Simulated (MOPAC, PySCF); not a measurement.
H₂AlI, SMILES `[AlH2][I]`, neutral singlet in the gas phase. 

Z-matrix (Å, degrees):
```
Al
H 1 1.5705
H 1 1.5705 2 124.26
I 1 2.4857 2 117.87 3 180.00
```
Charge 0, spin multiplicity 1.

All levels are single points at this geometry (B3LYP-D3(BJ)/def2-TZVP); Pople sets use spherical d functions. Orbital energies aren't observables, and empty levels follow the basis.

PM3 in MOPAC gives gap (eV) = 7.39.

Estimate the gap (eV) from each of these levels: ωB97X-D3(BJ)/def2-TZVP in PySCF; B3LYP/6-311+G** (LANL2DZ on I) in PySCF; B3LYP/6-31G* (LANL2DZ on I) in PySCF; B3LYP/LANL2DZ in PySCF; M06-2X/6-31G* (LANL2DZ on I) in PySCF; HF/6-31G* (LANL2DZ on I) in PySCF; PM6 in MOPAC; PM7 in MOPAC.


| level | gap (eV) |
|---|---|
| ωB97X-D3(BJ)/def2-TZVP in PySCF | 9.92 |
| B3LYP/6-311+G** (LANL2DZ on I) in PySCF | 5.30 |
| B3LYP/6-31G* (LANL2DZ on I) in PySCF | 5.29 |
| B3LYP/LANL2DZ in PySCF | 5.11 |
| M06-2X/6-31G* (LANL2DZ on I) in PySCF | 7.17 |
| HF/6-31G* (LANL2DZ on I) in PySCF | 10.75 |
| PM6 in MOPAC | 9.77 |
| PM7 in MOPAC | 7.95 |
